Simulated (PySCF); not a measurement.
H7Si3, SMILES [SiH2][SiH2][SiH3], multiplicity 2. Atoms are numbered in the order given.

```xyz
10

Si     1.8818     0.5422     0.0858
Si     0.0736    -0.8261    -0.4056
Si    -1.8394     0.2639     0.3686
H      3.2195     0.0175    -0.3211
H      1.7055     1.9406    -0.4099
H     -0.0454    -1.0893    -1.8741
H      0.2450    -2.1334     0.2957
H     -3.0746    -0.5173     0.0669
H     -1.9402     1.6024    -0.2854
H     -1.7340     0.4597     1.8445
```
Charge 0, spin multiplicity 2.

The structure is a stationary point at ωB97X-D3(BJ)/def2-SVP. The isomer is the one that the SMILES or the coordinates give; other isomers of the formula were not compared.

Calculation: B3LYP/pcH-1 (PySCF).

Unrestricted Kohn–Sham, ⟨S²⟩ = 0.752. Hyperfine tensors hold the contact and dipolar terms, without spin-orbit corrections.

**Question.** Estimate the hyperfine couplings. (Estimate from the structure and the level; the computed values follow.)

**Answer.** 
```
nucleus     A(iso) (MHz)  A(iso) (G)  dipolar principal values (MHz)
----------  ------------  ----------  ------------------------------
29Si no. 1        -386.8      -138.0              -174.8, 87.3, 87.5
29Si no. 2         -22.4        -8.0                  -7.3, 2.0, 5.3
29Si no. 3           0.4         0.1                 -0.6, -0.1, 0.6
1H no. 4            10.6         3.8                  -9.9, 1.7, 8.2
1H no. 5             6.9         2.5                 -10.0, 1.7, 8.3
1H no. 6            77.4        27.6                 -2.5, -0.1, 2.6
1H no. 7            -0.7        -0.2                 -2.5, -1.2, 3.7
1H no. 8            -1.8        -0.6                 -0.6, -0.4, 1.1
1H no. 9             1.2         0.4                 -1.1, -0.9, 2.0
1H no. 10            0.2         0.1                 -1.3, -1.1, 2.4
```
